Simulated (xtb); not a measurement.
C$_{4}$H$_{8}$O$_{2}$, charge +1, quartet, at a GFN2-xTB geometry of the parent state (a state made from the parent by changing its charge; the spin is typed, not shown lowest); GFN1-xTB run with xtb.

Here is a job for xtb.
```
$ xtb mol.xyz --gfn 1 --chrg 1 --uhf 3 --json

# file mol.xyz
14

C      1.24838121     0.56633122     0.05490556
C      0.95109126    -0.88057717     0.44967831
O     -0.15829135    -1.41723176    -0.19263771
C     -1.10562953    -0.50305209    -0.63774859
C     -1.09384294     0.81729805     0.13316473
O      0.15829135     1.41723176     0.19263771
H      2.07764636     0.99644659     0.62759449
H      1.55719393     0.55712742    -1.01008607
H      1.79779810    -1.55014425     0.26147632
H      0.76493273    -0.88889739     1.54280820
H     -0.89358449    -0.26296187    -1.69937506
H     -2.08246681    -0.99858341    -0.60791300
H     -1.79297765     1.55228106    -0.28115781
H     -1.42854218     0.59473184     1.16665293
```

Q: Predict the main parts of the log of this xtb run.

A: 
```
   ID    Z sym.   atoms
    1    6 C      1, 2, 4, 5
    2    8 O      3, 6
    3    1 H      7-14

           -------------------------------------------------
          |                Calculation Setup                |
           -------------------------------------------------

           -------------------------------------------------
          |                 G F N 1 - x T B                 |
           -------------------------------------------------

          ...................................................
          :                      SETUP                      :
          :.................................................:
          :  # basis functions                  40          :
          :  # atomic orbitals                  40          :
          :  # shells                           28          :
          :  # electrons                        35          :
          :  # halogen bonds                     0          :
          :  max. iterations                   250          :
          :  Hamiltonian                  GFN1-xTB          :
          :  restarted?                      false          :
          :  GBSA solvation                  false          :
          :  PC potential                    false          :
          :  electronic temp.          300.0000000     K    :
          :  accuracy                    1.0000000          :
          :  -> integral cutoff          0.2500000E+02      :
          :  -> integral neglect         0.1000000E-07      :
          :  -> SCF convergence          0.1000000E-05 Eh   :
          :  -> wf. convergence          0.2000000E-04 e    :
          :  Broyden damping             0.4000000          :
          :  net charge                          1          :
          :  unpaired electrons                  3          :
          ...................................................

 iter      E             dE          RMSdq      gap      omega  full diag
   1    -21.3557668 -0.213558E+02  0.672E+00    0.12       0.0  T
   2    -21.4545504 -0.987836E-01  0.434E+00    0.08       1.0  T
   3    -21.4557394 -0.118898E-02  0.166E+00    0.10       1.0  T
   4    -21.4581736 -0.243424E-02  0.144E-01    0.07       1.0  T
   5    -21.4583873 -0.213632E-03  0.391E-02    0.09       1.0  T
   6    -21.4584125 -0.252534E-04  0.469E-03    0.08       5.7  T
   7    -21.4584125 -0.861889E-08  0.215E-03    0.08      12.4  T
   8    -21.4584126 -0.106491E-06  0.126E-03    0.08      21.2  T
   9    -21.4584127 -0.423785E-07  0.202E-04    0.08     132.4  T
  10    -21.4584127 -0.295241E-09  0.649E-05    0.08     412.1  T
  11    -21.4584127 -0.222677E-09  0.426E-06    0.08    6270.8  T

   *** convergence criteria satisfied after 11 iterations ***

         :::::::::::::::::::::::::::::::::::::::::::::::::::::
         ::                     SUMMARY                     ::
         :::::::::::::::::::::::::::::::::::::::::::::::::::::
         :: total energy             -21.279310838747 Eh    ::
         :: gradient norm              0.047700690962 Eh/a0 ::
         :: HOMO-LUMO gap              0.082565590485 eV    ::
         ::.................................................::
         :: SCC energy               -21.458412691237 Eh    ::
         :: -> electrostatic           0.159806655983 Eh    ::
         :: repulsion energy           0.183725773475 Eh    ::
         :: dispersion energy         -0.004623920985 Eh    ::
         :: halogen bond corr.         0.000000000000 Eh    ::
         :: add. restraining           0.000000000000 Eh    ::
         :: total charge               1.000000000002 e     ::
         :::::::::::::::::::::::::::::::::::::::::::::::::::::

           -------------------------------------------------
          |                Property Printout                |
           -------------------------------------------------

    * Orbital Energies and Occupations

         #    Occupation            Energy/Eh            Energy/eV
[...]
        16        1.9799           -0.7078980             -19.2629
        17        1.0201           -0.7005168             -19.0620
        18        1.0000           -0.6617690             -18.0076
        19        0.8316           -0.3367964              -9.1647 (HOMO)
        20        0.1684           -0.3337622              -9.0821 (LUMO)
        21        0.0000           -0.3246723              -8.8348
        22                         -0.3074663              -8.3666
        23                         -0.2952911              -8.0353
        24                         -0.2763460              -7.5198
        25                         -0.2762209              -7.5164
        26                         -0.2537932              -6.9061
        27                         -0.1794440              -4.8829
        28                         -0.1774674              -4.8291
        29                         -0.1460282              -3.9736
        30                         -0.1380490              -3.7565
       ...                                ...                  ...
        40                          0.1651998               4.4953
      -------------------------------------------------------------
                  HL-Gap            0.0030342 Eh            0.0826 eV
             Fermi-level           -0.5197434 Eh          -14.1429 eV

  Mulliken/CM5 charges         n(s)   n(p)   n(d)
     1C     0.22409  0.14844   1.044  2.732  0.000
     2C     0.22409  0.14844   1.044  2.732  0.000
     3O    -0.26820 -0.37147   1.701  4.567  0.000
     4C     0.22409  0.14844   1.044  2.732  0.000
     5C     0.22409  0.14844   1.044  2.732  0.000
     6O    -0.26820 -0.37147   1.701  4.567  0.000
     7H     0.10489  0.16817   0.895  0.000  0.000
     8H     0.05512  0.11913   0.945  0.000  0.000
     9H     0.10489  0.16817   0.895  0.000  0.000
    10H     0.05512  0.11913   0.945  0.000  0.000
    11H     0.05512  0.11913   0.945  0.000  0.000
    12H     0.10489  0.16817   0.895  0.000  0.000
    13H     0.10489  0.16817   0.895  0.000  0.000
    14H     0.05512  0.11913   0.945  0.000  0.000

Wiberg/Mayer (AO) data.
largest (>0.10) Wiberg bond orders for each atom

 ---------------------------------------------------------------------------
     #   Z sym  total        # sym  WBO       # sym  WBO       # sym  WBO
 ---------------------------------------------------------------------------
     1   6 C    3.835 --     6 O    1.046     2 C    0.957     7 H    0.860
                             8 H    0.785
     2   6 C    3.835 --     3 O    1.046     1 C    0.957     9 H    0.860
                            10 H    0.785
     3   8 O    2.315 --     4 C    1.046     2 C    1.046
     4   6 C    3.835 --     3 O    1.046     5 C    0.957    12 H    0.860
                            11 H    0.785
     5   6 C    3.835 --     6 O    1.046     4 C    0.957    13 H    0.860
                            14 H    0.785
     6   8 O    2.315 --     1 C    1.046     5 C    1.046
     7   1 H    1.030 --     1 C    0.860
     8   1 H    1.122 --     1 C    0.785
     9   1 H    1.030 --     2 C    0.860
    10   1 H    1.122 --     2 C    0.785
    11   1 H    1.122 --     4 C    0.785
    12   1 H    1.030 --     4 C    0.860
    13   1 H    1.030 --     5 C    0.860
    14   1 H    1.122 --     5 C    0.785
 ---------------------------------------------------------------------------

Topologies differ in total number of bonds
Writing topology from bond orders to xtbtopo.mol

 dipole moment from electron density (au)
     X       Y       Z
  -0.0000   0.0000  -0.0000  total (Debye):    0.000

           -------------------------------------------------
          | TOTAL ENERGY              -21.279310838747 Eh   |
          | GRADIENT NORM               0.047700690962 Eh/α |
          | HOMO-LUMO GAP               0.082565590485 eV   |
           -------------------------------------------------

normal termination of xtb
```
